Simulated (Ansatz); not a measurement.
These are Ansatz (a first-principles code) with frozen-core CCSD(T)/def2-TZVPP // r2SCAN-D4/def2-TZVP values and carry that method's errors. The geometry is that of the parent before the electron was removed.

Ansatz 0.2 input:
```yaml
crystal:
  periodic: [false, false, false]
  atoms:
    - { symbol: F, position_ang: [1.734788, -0.297465, -0.011784] }
    - { symbol: In, position_ang: [-0.201074, 0.034478, 0.001376] }
    - { symbol: H, position_ang: [-0.496598, 1.707286, 0.01343] }
    - { symbol: H, position_ang: [-1.037114, -1.4443, -0.003021] }
basis:
  gaussian: { orbitals: def2-TZVPP }
correlation:
  method: ccsd_t
total_charge: 1
magnetization:
  spin_polarized: true
  initial_magnetization: 1
```

Output:

```
Functional definition: HF
844 factors; integrals over basis functions are off by at most 8.3e-4 eV
mean field evaluation 1: about -7866.1121 eV, gradient 5.5e1 eV
mean field evaluation 2: about -7866.1157 eV, gradient 5.5e1 eV
mean field evaluation 4: about -7876.0175 eV, gradient 8.7e0 eV
mean field evaluation 8: about -7876.6803 eV, gradient 8.9e-1 eV
mean field evaluation 16: about -7866.1121 eV, gradient 5.5e1 eV
mean field evaluation 32: about -7876.6654 eV, gradient 5.0e-6 eV
mean field evaluation 64: about -7876.6654 eV, gradient 2.9e-2 eV
mean field evaluation 96: about -7876.6828 eV, gradient 1.3e0 eV
mean field evaluation 128: about -7876.7053 eV, gradient 2.7e-1 eV
mean field evaluation 160: about -7876.4820 eV, gradient 2.4e0 eV
mean field evaluation 192: about -7869.3748 eV, gradient 8.1e0 eV
mean field evaluation 224: about -7876.7038 eV, gradient 4.1e-1 eV
mean field evaluation 256: about -7876.2033 eV, gradient 3.2e0 eV
mean field evaluation 288: about -7876.6654 eV, gradient 1.1e-2 eV
mean field evaluation 320: about -7870.9220 eV, gradient 1.1e1 eV
mean field evaluation 352: about -7871.0701 eV, gradient 3.1e0 eV
mean field evaluation 384: about -7869.9232 eV, gradient 2.5e-2 eV
mean field evaluation 416: about -7869.9292 eV, gradient 7.4e-2 eV
mean field evaluation 448: about -7871.1273 eV, gradient 1.1e-1 eV
mean field evaluation 480: about -7868.5446 eV, gradient 2.4e0 eV
mean field evaluation 512: about -7868.1801 eV, gradient 9.3e0 eV
mean field evaluation 544: about -7870.5645 eV, gradient 3.9e-2 eV
mean field evaluation 576: about -7871.0904 eV, gradient 3.7e-3 eV
mean field evaluation 608: about -7876.9044 eV, gradient 6.4e-3 eV
mean field evaluation 640: about -7876.3215 eV, gradient 2.1e-4 eV
mean field -7876.90444905 eV, -289.4708993450 hartree, gradient 4.2e-6 eV, S^2 0.757328; 15 other end points of the search recorded, 0 dependent functions left out
determinant -7876.90444905 eV, -289.4708993450 hartree, with singles and doubles -7890.60211309 eV, -289.9742792138 hartree
determinant -7876.70611699 eV, -289.4636107761 hartree, with singles and doubles -7891.08408865 eV, -289.9919914889 hartree
determinant -7876.66540356 eV, -289.4621145852 hartree, with singles and doubles -7890.00314788 eV, -289.9522676483 hartree
determinant -7876.34143925 eV, -289.4502091164 hartree, with singles and doubles -7890.14369484 eV, -289.9574326538 hartree
determinant -7876.32153278 eV, -289.4494775672 hartree, with singles and doubles -7891.06434594 eV, -289.9912659577 hartree
determinant -7876.90444905 eV, -289.4708993450 hartree, with singles and doubles -7890.53456168 eV, -289.9717967455 hartree
determinant -7876.70611699 eV, -289.4636107761 hartree, with singles and doubles -7891.07326252 eV, -289.9915936361 hartree
determinant -7876.66540356 eV, -289.4621145852 hartree, with singles and doubles -7889.95302714 eV, -289.9504257452 hartree
determinant -7876.34143925 eV, -289.4502091164 hartree, with singles and doubles -7890.11742943 eV, -289.9564674179 hartree
determinant -7876.32153278 eV, -289.4494775672 hartree, with singles and doubles -7891.04526947 eV, -289.9905649103 hartree
determinant -7876.90444905 eV, -289.4708993450 hartree, with singles and doubles -7890.95900427 eV, -289.9873947227 hartree
determinant -7876.70611699 eV, -289.4636107761 hartree, with singles and doubles -7891.10454888 eV, -289.9927433887 hartree
determinant -7876.32153278 eV, -289.4494775672 hartree, with singles and doubles -7891.07344722 eV, -289.9916004237 hartree
5 core orbitals not correlated
reference -7876.70611699 eV, -289.4636107761 hartree; 11, 10 occupied and 93, 94 virtual orbitals, 844 factors
second order -14.24689971 eV of doubles, -0.00000000 eV of singles
cycle   1  -14.39842731 eV  change    4.6e-6 eV  update   3.2e-6
perturbative correction -0.49603717 eV, -0.0182290298 hartree
Total energy: -7891.60058146 eV, -290.0109722498 hartree
```

Cost: very roughly 4 core-minutes.
